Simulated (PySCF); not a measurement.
Cu(F) cation (CuF), SMILES [F][Cu] (connectivity only; charge and spin as stated), charge +1, multiplicity 2.

Geometry: PBE0-D3(BJ)/def2-TZVPD. The multiplicity is an assumed one; other spin states were not compared.

Calculation: B3LYP/def2-TZVPD run with PySCF.

Gas-phase values at a fixed geometry.

The total energy is -1740.07044 hartree. The point group comes out as C∞v and the α spin, highest occupied and lowest empty level is -17.50 and -11.26 eV. The β spin, highest occupied and lowest empty level comes out as -17.19 and -14.01 eV and the dipole moment about the centre of nuclear charge is 4.67 D. The mean static polarisability is 14.3 bohr³ (2.11 Å³). The polarisability, principal values is 10.3, 10.3, 22.2 bohr³ and the ⟨S²⟩ is 0.753 (pure state 0.75).
